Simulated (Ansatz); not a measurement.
Geometry optimisation, RKS B3LYP-D4/6-31G* (Ansatz).

input.yaml

```yaml
crystal:
  periodic: [false, false, false]
  atoms:
    - { symbol: B, position_ang: [0.0, 0.0, 0.0] }
    - { symbol: Cl, position_ang: [0.0, 0.0, 1.86] }
    - { symbol: F, position_ang: [1.1431, 0.0, -0.66] }
    - { symbol: C, position_ang: [-1.3856, 0.0, -0.8] }
    - { symbol: H, position_ang: [-1.9458, -0.9305, -0.5708] }
    - { symbol: H, position_ang: [-1.9898, 0.8797, -0.4946] }
    - { symbol: H, position_ang: [-1.1839, 0.0508, -1.8903] }
basis:
  gaussian: { orbitals: "6-31G*" }
hamiltonian:
  xc: b3lyp
  dispersion: d4
relax:
  f_tol: 0.02
  max_steps: 40
```

Command:

```bash
$ ansatz run input.yaml --threads 1 --pin off --max-ram 2048MiB --backend cpu --events-out ev --progress --plain --runs-dir out
```

**Question.** Where does it end, and by what steps?

**Answer.** The run converged. After 5 steps the energy has fallen by 0.122 eV; Cl2 moved furthest, 0.08 Å.

```json
{"step": "0", "energy less start (eV)": "0.0000", "largest force component (eV/Å)": "1.534", "accepted": "yes"}
{"step": "1", "energy less start (eV)": "-0.1019", "largest force component (eV/Å)": "0.747", "accepted": "yes"}
{"step": "2", "energy less start (eV)": "-0.1197", "largest force component (eV/Å)": "0.168", "accepted": "yes"}
{"step": "3", "energy less start (eV)": "-0.1196", "largest force component (eV/Å)": "0.284", "accepted": "no"}
{"step": "4", "energy less start (eV)": "-0.1205", "largest force component (eV/Å)": "0.127", "accepted": "yes"}
{"step": "5", "energy less start (eV)": "-0.1215", "largest force component (eV/Å)": "0.008", "accepted": "yes"}
```

```xyz
7
Properties=species:S:1:pos:R:3
B -0.020 0.001 -0.002
Cl 0.003 -0.003 1.777
F 1.159 0.001 -0.604
C -1.364 0.002 -0.796
H -1.944 -0.899 -0.562
H -1.988 0.851 -0.492
H -1.208 0.047 -1.878
```

Whether the end is a true minimum wasn't checked by a vibrational analysis.

Run time: 18 s on 1 thread of Arm Neoverse V1 (shared host), peak memory 0.16 GiB.
